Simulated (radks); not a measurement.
Spherical jellium clusters: N electrons in a uniform positive sphere of charge N and radius rs N^(1/3), rs = 4.68 bohr. Calculated with a radial shooting solver with Libxc functionals: non-relativistic Kohn-Sham, LDA (Slater exchange, Perdew-Wang correlation), spin-polarised, spherical densities. Levels are named by radial order and angular momentum (1s, 1p, 1d, 2s, ...), and open shells are averaged over m.

N = 8, configuration 1s2 1p6. This is the lowest configuration that the search found. Occupied and some empty levels:

level,occupation,eigenvalue (eV),<r> (bohr)
1s,2,-3.7536,6.269
1p,6,-2.8566,7.488
1d,0,-1.7480,8.612
2s,0,-1.3016,8.385
1f,0,-0.55721,10.08

Energy (eV): total -14.5599, kinetic 9.9846, external -220.24, Hartree 109.01, exchange-correlation -24.954, background 111.64. Static polarisability (adiabatic kernel): 1111 bohr^3, against R^3 = 820.0 for a classical metal sphere.
